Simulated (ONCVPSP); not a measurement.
# Configuration tests for Cd (Z = 48) (ONCV)

* Element: Cd (Z = 48)
* Generator: ONCVPSP 4.0.1
* Type: optimised norm-conserving Vanderbilt (ONCV)
* Functional: Wu-Cohen
* Relativity: non-relativistic
* Frozen core: [Ar] 3d10
* Valence charge: 20
* Reference configuration: 4s2 4p6 4d10 5s1 (charge +1)
* Partial waves: 4s+5s: rc 1.15 bohr, ncon 3, nbas 8, qcut 9.8 1/bohr, 3 projectors, debl 0.5 Ha; 4p: rc 0.95 bohr, ncon 4, nbas 7, qcut 7.5 1/bohr, 3 projectors, debl 2.7 Ha; 4d: rc 1.20 bohr, ncon 4, nbas 7, qcut 6.8 1/bohr, 2 projectors, debl 1.8 Ha
* Local potential: polynomial inside 0.65 bohr (lpopt 5, dvloc0 3 Ha)
* Core correction: polynomial model core, fcfact 0.75

In the p channel the program set the typed energies aside and used -2.710, 0.250, 2.950 Ha.

Energies are relative to the spin-unpolarised reference configuration 4s2 4p6 4d10 5s1; without spin polarisation the order of configurations can differ from experiment.

(1) Give the all-electron excitation energy and the error of the potential for: 4s2 4p6 4d10 5s2; 4s2 4p6 4d10 5s0; 4s2 4p6 4d9 5s0; 4s2 4p6 4d9 5s2.

Note: ghosts flagged at negative energy: s at -117.8 eV, p at -878.2 eV; GHOST(+) flagged for p at 555.5 eV. A true bound ghost makes a file unfit for plane-wave use.

Answers

(1)

```json
{"valence configuration": "4s2 4p6 4d10 5s2", "charge": "0", "ΔE all-electron (eV)": "-8.760", "error AE − PS (meV)": "0.0"}
{"valence configuration": "4s2 4p6 4d10 5s0", "charge": "+2", "ΔE all-electron (eV)": "16.199", "error AE − PS (meV)": "-0.2"}
{"valence configuration": "4s2 4p6 4d9 5s0", "charge": "+3", "ΔE all-electron (eV)": "54.706", "error AE − PS (meV)": "+1.3"}
{"valence configuration": "4s2 4p6 4d9 5s2", "charge": "+1", "ΔE all-electron (eV)": "10.177", "error AE − PS (meV)": "+1.3"}
```
